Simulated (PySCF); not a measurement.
**Identify the compound**

An unknown has the formula C8H14. Its calculated NMR data are:

$^{1}$H NMR (300 MHz, computed): δ 5.96 (m, 1H), 5.33 (m, 1H), 5.13 (m, 1H), 1.82 (m, 2H), 1.73 (m, 1H), 1.72 (m, 1H), 1.72 (m, 2H), 1.27 (m, 2H), 1.13 (m, 1H), 1.03 (m, 2H).

$^{13}$C{$^{1}$H} NMR (computed): δ 155.1, 118.2, 49.7, 37.4 (2C), 30.2, 30.0 (2C).

Method: GIAO PBE0/pcSseg-1 shieldings, GFN2-xTB geometry, in PySCF (no solvent model, a single conformation, fast rotation and ring inversion assumed for equivalent nuclei, relativity neglected).

Chemical shifts δ = σref − σ; TMS for $^{1}$H (σref 31.72) and $^{13}$C (σref 186.93), all at this level.

Question: Propose a structure and justify it.

Answer: 
- Rings plus π bonds: 2 (1 ring in the answer).
- 6 carbon signals for 8 carbons: some carbons are equivalent by symmetry or fast rotation.
- Carbon types of the structure: 2 × CH, 6 × CH2, which accounts for all hydrogens.
- δC 155.1: alkene CH; the olefinic region.
- δC 118.2: terminal =CH2 carbon; the olefinic region.
- δC 49.7: allylic sp3 CH; a saturated carbon with 3 carbon neighbours and no heteroatom attached.
- δH 5.96: hydrogen on an alkene CH; attached to an sp2 carbon and in the plane of the double bond.
- δH 5.33, 5.13: hydrogen on a terminal =CH2 carbon; olefinic region.
- δH 1.82, 1.73, 1.72, 1.27, 1.13, 1.03: hydrogen on an sp3 CH2 in a ring.
- δH 1.72: hydrogen on an allylic sp3 CH; allylic position.

The compound is `C=CC1CCCCC1`.

This is the structure that produced the data.

Shifts are as computed. Against solution values, carbons near 30 ppm lie about +3 ppm off and those near 130 ppm about +5 ppm. Of 1211 compounds with measured shifts, 218 miss one by over three times the rms of a fit or turn the order of signals round; such compounds aren't used in these exercises. No couplings were computed; multiplicities are counted from neighbouring protons, with m where these are inequivalent, close in shift, in a saturated or five-membered ring or joined by F or P, and br s for small geminal =CH2 splittings.
